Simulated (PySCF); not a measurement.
Structure problem from calculated spectra and properties.

Elements present: C, Ge and H. Monoisotopic mass: 134.0151 u.

* Dipole: 0.00 D [PBE0/6-31G]
* Rotational structure: rotational constants A, B, C: 2.880, 2.878, 2.876 GHz [PBE0-D3(BJ)/def2-SVP]
* 13C NMR: chemical shifts (computed TMS as zero) by class: 1.0 (4 C) ppm [GIAO PBE0/6-31G]
* NMR, other nuclei: isotropic shieldings of nuclei other than C and H, by class: 1696 (1 Ge) ppm [GIAO PBE0/6-31G]
* 1H NMR: chemical shifts (computed TMS as zero) by class: 0.07 (12 H) ppm [GIAO PBE0/6-31G]

Gas-phase values; electronic properties from PySCF, density fitting. Levels stand in brackets. Geometry: PBE0-D3(BJ)/def2-SVP; no solvent, vibrations or thermal averaging. The calculation is non-relativistic and has no spin–orbit coupling, an omission that weighs most on germanium. Each NMR value is the plain mean over a class of atoms that symmetry, rotation or inversion makes alike.

Problem. Which formula fits the mass and the elements?

Solution. C4H12Ge (calculated 134.0151). No other formula that holds each of these elements comes within 0.0003 u with a fitting electron parity and a possible valence count.

Problem. What is the compound? Reason from the data.

Solution. Numbering: `[CH3:1][Ge:2]([CH3:3])([CH3:4])[CH3:5]`. 4 carbons fall into 1 class: sp3 carbon bound to germanium [C1/C3/C4/C5] (1.0 ppm, 4 C). All hydrogens form one class (0.07 ppm): methyl hydrogen. The other shieldings belong to: 1696 ppm, germanium bonded to 4 C [Ge2]. The vanishing dipole is forced by symmetry. The optimised geometry has point group Td and is a spherical top (the spread among constants that symmetry makes equal is optimisation noise). Structure: GeMe4, `[CH3][Ge]([CH3])([CH3])[CH3]`. The assignments are read from this structure; whether some other isomer fits the data as well wasn't checked. NMR values of atoms bound to Ge lack the spin–orbit term that these neighbours bring.
